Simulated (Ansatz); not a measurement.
The cluster HfGe₁₀, relaxed as a singlet with RKS PBE-D4/def2-SVP in Ansatz, starting from packed atoms. Force threshold 0.03 eV/Å.

In the def2 sets Hf takes a core potential; there is no spin–orbit coupling. The restricted singlet is unstable towards broken spin symmetry in Hartree–Fock (as tested in another run); at PBE-D4/def2-SVP this wasn't settled. Another isomer (singlet) lies 0.32 eV lower at PBE0-D4/def2-TZVP; other spin states weren't run for this one.

Start:

```csv
atom,x (Å),y (Å),z (Å)
Hf1,-3.281,-0.051,-0.045
Ge2,-0.997,-1.682,0.225
Ge3,1.512,2.390,1.310
Ge4,0.391,2.251,-0.879
Ge5,1.656,-1.895,0.318
Ge6,-0.635,-0.053,-1.434
Ge7,0.293,-2.137,-1.697
Ge8,-1.304,2.074,0.857
Ge9,1.728,0.320,-1.436
Ge10,0.283,-1.441,2.209
Ge11,0.355,0.224,0.572
```

| step | energy (eV) | largest force component (eV/Å) | SCF passes |
| --- | --- | --- | --- |
| 1 | -566333.9120 | 5.832 | 56 |
| 2 | -566337.9799 | 2.253 | 44 |
| 3 | -566339.2008 | 0.967 | 45 |
| 4 | -566339.8022 | 0.556 | 44 |
| 5 | -566340.2370 | 0.298 | 39 |
| 6 | -566340.4334 | 0.325 | 38 |
| 7 | -566340.6244 | 0.378 | 36 |
| 8 | -566340.8330 | 0.433 | 34 |
| 9 | -566340.9833 | 0.233 | 35 |
| 10 | -566341.0007 | 0.289 | 39 |
| 11 | -566341.0713 | 0.150 | 34 |
| 14 | -566341.1381 | 0.151 | 34 |
| 17 | -566341.1722 | 0.142 | 33 |
| 20 | -566341.2051 | 0.210 | 33 |
| 23 | -566341.2400 | 0.166 | 34 |
| 26 | -566341.2819 | 0.163 | 31 |
| 29 | -566341.3017 | 0.111 | 33 |
| 32 | -566341.3332 | 0.095 | 31 |
| 35 | -566341.3468 | 0.094 | 27 |
| 38 | -566341.3507 | 0.031 | 29 |
| 41 | -566341.3533 | 0.325 | 38 |
| 44 (rejected) | -566341.3801 | 0.327 | 38 |
| 47 | -566341.4713 | 0.264 | 34 |
| 50 | -566341.5015 | 0.101 | 28 |
| 53 | -566341.5069 | 0.017 | 28 |

Force components are those of the run's own axes.

End:

Cartesian coordinates in Å:
```
Hf -2.5413 0.3968 -0.8389
Ge -1.8744 -1.0480 1.1924
Ge 0.9085 2.3915 1.2500
Ge -0.2748 2.0500 -1.0810
Ge 2.5611 -1.7340 -0.0660
Ge -0.4952 -0.0003 -2.6539
Ge -0.0979 -1.7617 -0.7264
Ge -1.5920 1.7498 1.1661
Ge 1.8369 0.3324 -1.4643
Ge 0.2247 -2.2974 1.9296
Ge 1.3445 -0.0790 1.2922
```

Bonds lost: Ge2–Ge5, Ge2–Ge6, Ge2–Ge11, Ge4–Ge11, Ge5–Ge10, Ge6–Ge11, Ge8–Ge11 (atoms count from 1). Bonds formed: Hf1–Ge4, Hf1–Ge7, Ge2–Ge8, Ge7–Ge10 (atoms count from 1).

No frequencies were taken in this run, so the end may be a saddle point.

Run time 4.5 min (2 threads of AMD EPYC 7R13 on a shared host and a share (18 GiB) of an NVIDIA H100 80GB HBM3), peak host memory 1.1 GiB.
